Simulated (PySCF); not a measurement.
AlBrClHO, SMILES [OH][Al]([Cl])[Br]. Atoms are numbered in the order given.

```xyz
5

Al     0.4369    -0.6098     0.0000
Cl    -0.9570    -2.1541     0.0000
Br    -0.2508     1.5203     0.0000
O      2.0692    -1.0296     0.0000
H      2.8127    -0.4246     0.0000
```
Charge 0, spin multiplicity 1.

Geometry: PBE0-D3(BJ)/def2-SVP. One conformer was computed; it need not be the lowest.

Method: PBE0-D3(BJ)/def2-SVP run with PySCF.

Frequencies are harmonic and unscaled.

| mode | ν (cm⁻¹) | IR (km/mol) | moving atoms (share of kinetic energy) |
|---|---|---|---|
| 1 | 130 | 7.6 | Cl 47 %, Br 23 %, Al 19 %, O 10 % |
| 2 | 186 | 10.7 | O 57 %, Br 14 %, H 14 %, Cl 12 % |
| 3 | 220 | 29.6 | Al 74 %, O 14 % |
| 4 | 342 | 140.7 | H 88 %, O 11 % |
| 5 | 366 | 12.7 | Al 29 %, Br 25 %, Cl 24 %, O 21 % |
| 6 | 532 | 131.3 | H 67 %, Cl 12 %, O 11 %, Al 10 % |
| 7 | 609 | 273.2 | Al 58 %, Cl 18 %, H 13 %, O 8 % |
| 8 | 920 | 104.1 | O 48 %, Al 44 % |
| 9 | 3986 | 139.8 | H 94 % |
